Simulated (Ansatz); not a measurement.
GaH2Cl2F, singlet: at the start structure of a reaction step.

Input (in.yaml):

```yaml
crystal:
  periodic: [false, false, false]
  atoms:
    - {symbol: Ga, position_ang: [-0.727380, 0.191547, 0.108033]}
    - {symbol: H, position_ang: [-0.879169, -1.043038, 1.035642]}
    - {symbol: Cl, position_ang: [-1.330853, 0.126468, -1.941654]}
    - {symbol: Cl, position_ang: [-0.377472, 2.145462, 0.901368]}
    - {symbol: H, position_ang: [1.809576, -1.089511, 0.166401]}
    - {symbol: F, position_ang: [1.505299, -0.330828, -0.269689]}
basis:
  gaussian: {orbitals: def2-TZVPP}
hamiltonian: {xc: {name: wB97X-V}}
```

Launched with

```bash
ansatz run in.yaml --threads 4 --pin off --events-out ev --progress --plain --max-ram 9574MiB
```

The run's output (Ansatz 0.2.0):

```
Functional definition: wB97X-V
  name "wB97X-V"
  cite "Mardirossian & Head-Gordon, Phys. Chem. Chem. Phys. 16, 9904 (2014) doi:10.1039/C3CP54374A"
  cite "Becke, J. Chem. Phys. 107, 8554 (1997) doi:10.1063/1.475007"
  cite "Vydrov & Van Voorhis, J. Chem. Phys. 133, 244103 (2010) doi:10.1063/1.3521275"
  parameter omega = 0.3/bohr
  parameter cx = 0.167
  parameter cx1 = 0.603
  parameter cx2 = 1.194
  parameter css0 = 0.556
  parameter css1 = -0.257
  parameter cos0 = 1.219
  parameter cos1 = -1.850
  parameter b = 6.0
  parameter c = 0.01
  exchange = spin_sum(e_x_unif_sr(omega)*poly(b97_u_x, 1 - cx, cx1, cx2)) + cx*exact_x_sr(omega) + exact_x_lr(omega)
  correlation = spin_sum(e_c_pw_same_spin*poly(b97_u_same, css0, css1))
      + integral(e_c_pw_opposite_spin*poly(b97_u_opposite, cos0, cos1)) + vv10(b, c)
1297 factors; their error is unknown
230 factors; integrals over basis functions are off by at most 2.5e-5 eV
mean field evaluation 1: about -80166.1676 eV, gradient 3.7e1 eV
mean field evaluation 2: about -80166.6624 eV, gradient 4.1e1 eV
mean field evaluation 4: about -80168.4345 eV, gradient 1.2e0 eV
mean field evaluation 8: about -80168.4426 eV, gradient 2.8e-2 eV
mean field evaluation 16: about -80168.6078 eV, gradient 7.4e-5 eV
mean field -80168.60778551 eV, -2946.1419958834 hartree, gradient 7.4e-5 eV, S^2 0.000000; 0 other end points of the search recorded, 0 dependent functions left out
reference -80168.60778374 eV, -2946.1419958185 hartree; 38, 38 occupied and 153, 153 virtual orbitals, 1297 factors
Total energy: -80168.60778374 eV, -2946.1419958185 hartree
```

Hardware: 4 CPU threads of an AMD EPYC, shared host. Wall time about 14 s.
